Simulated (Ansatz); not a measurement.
C₂H₁₀NPSi (`CC([SiH3])NP`) at its PBE0-D4/def2-TZVP geometry, where that method's forces vanish. Total charge 0; spin multiplicity 1.

```xyz
15

C     1.0074    1.4734   -0.3714
C     0.5231    0.0377   -0.2031
Si    0.4107   -0.3932    1.6483
N    -0.7349   -0.1368   -0.9110
P    -1.8459   -1.3121   -0.4168
H     0.3073    2.1780    0.0846
H     1.0900    1.7296   -1.4333
H     1.9912    1.6169    0.0803
H     1.3035   -0.6319   -0.6048
H    -0.7245    0.3129    2.2965
H     1.6855    0.1043    2.2389
H     0.3299   -1.8522    1.9114
H    -0.6689    0.0843   -1.8948
H    -1.6730   -2.3889   -1.3453
H    -3.0014   -0.8221   -1.0796
```

Q: What forces (eV/Å) does r2SCAN-D4/def2-TZVPP give on these atoms in Ansatz? (An estimate is asked.)

A: Ansatz gave: 
```
C1   0.058  0.147 -0.017
C2   0.172 -0.081  0.135
Si3  0.014 -0.024  0.088
N4  -0.133  0.086 -0.068
P5  -0.114 -0.093  0.043
H6   0.008 -0.008 -0.007
H7  -0.006 -0.003  0.005
H8  -0.017 -0.001 -0.013
H9   0.028 -0.014 -0.021
H10  0.024 -0.010 -0.013
H11 -0.026 -0.008 -0.016
H12  0.006  0.035  0.002
H13  0.011  0.014 -0.069
H14 -0.019 -0.028 -0.025
H15 -0.007 -0.013 -0.023
```
